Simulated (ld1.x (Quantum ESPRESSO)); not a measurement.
**bromine PAW: all-electron and pseudo phase curves**

* Element: bromine
* Generator: ld1.x (Quantum ESPRESSO) 7.5
* Type: PAW
* Functional: Wu–Cohen
* Relativity: non-relativistic
* Frozen core: [Ar] 3d10
* Valence charge: 7
* Reference configuration: 4s2 4p5
* Partial waves: 4s (bound): rcut 1.25, rcutus 1.55 bohr; 4s channel at -0.85 Ry: rcut 1.25, rcutus 1.55 bohr; 4p (bound): rcut 0.95, rcutus 1.30 bohr; 4p channel at 2.65 Ry: rcut 0.95, rcutus 1.30 bohr; 4d channel at -0.15 Ry: rcut 0.85, rcutus 1.20 bohr; 4d channel at 0.45 Ry: rcut 0.85, rcutus 1.20 bohr
* Local potential: all-electron potential smoothed inside 1.50 bohr (lloc = -1)
* Core correction: Bessel-smoothed model core inside 1.05 bohr
* Augmentation charge: PSQ, inside the norm-conserving radii

The phase is arctan(r·u′/u) with u = r·R(r), unwrapped; energies in Ry, scanned from -3 to 5 Ry. A pole is an energy at which the radial function vanishes at the test radius. The pseudo phase is shifted by a multiple of π to meet the all-electron one at the reference energy, and phase errors are pseudo minus all-electron; the curves can meet again beyond the range given. Levels narrower than the energy grid can be missing from the lists of poles.

Q: For each channel, where are the poles, and over which energies does the pseudopotential scatter like the atom?

A:

```tsv
channel	radius (bohr)	reference energy (Ry)	poles, all-electron	poles, pseudo	unbroken range about the reference energy with phases within 0.05 rad	phase error 1 Ry above the reference energy (rad)
s	1.69	-1.43	2.75	2.73	the whole range	-0.000
p	1.69	-0.58	4.54	4.59	the whole range	-0.001
d	1.69	-0.15	none	none	the whole range	+0.000
```

Note: ghost state, extra bound levels that the all-electron valence spectrum of the same l lacks: d at -63.4 eV. A true bound ghost makes a file unfit for plane-wave use.

Phases in the s channel:

| E (Ry) | all-electron | pseudo |
| --- | --- | --- |
| -3.00 | 0.786 | 0.785 |
| -2.76 | 0.671 | 0.671 |
| -2.52 | 0.522 | 0.522 |
| -2.28 | 0.329 | 0.329 |
| -2.04 | 0.089 | 0.089 |
| -1.80 | -0.181 | -0.181 |
| -1.56 | -0.446 | -0.446 |
| -1.32 | -0.676 | -0.676 |
| -1.08 | -0.858 | -0.858 |
| -0.84 | -0.998 | -0.998 |
| -0.60 | -1.106 | -1.106 |
| -0.36 | -1.189 | -1.189 |
| -0.12 | -1.256 | -1.256 |
| 0.12 | -1.309 | -1.309 |
| 0.36 | -1.353 | -1.353 |
| 0.60 | -1.389 | -1.390 |
| 0.84 | -1.421 | -1.421 |
| 1.08 | -1.448 | -1.448 |
| 1.32 | -1.472 | -1.472 |
| 1.56 | -1.492 | -1.493 |
| 1.80 | -1.511 | -1.512 |
| 2.04 | -1.528 | -1.529 |
| 2.28 | -1.544 | -1.544 |
| 2.52 | -1.558 | -1.559 |
| 2.76 | -1.571 | -1.572 |
| 3.00 | -1.584 | -1.585 |
| 3.24 | -1.596 | -1.597 |
| 3.48 | -1.607 | -1.609 |
| 3.72 | -1.618 | -1.620 |
| 3.96 | -1.628 | -1.631 |
| 4.20 | -1.639 | -1.642 |
| 4.44 | -1.649 | -1.652 |
| 4.68 | -1.659 | -1.663 |
| 4.92 | -1.669 | -1.674 |
